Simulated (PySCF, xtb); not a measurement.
C5H7FO, SMILES C[C@H]1CO/C1=C\F.

GFN2-xTB in xtb at its own geometry gives an orbital gap of 4.90 eV and a dipole moment of 4.46 D.

Coordinates come from a B3LYP-D3(BJ)/def2-SVP optimisation. The structure was generated by enumeration; whether it is a known compound was not checked.

**Question.** What does ωB97X/def2-TZVP (PySCF) give? (An estimate is asked for; the answer gives what the named calculation found.)

**Answer.** gap 11.39 eV (levels -8.62 and 2.77 eV), dipole 3.77 D.
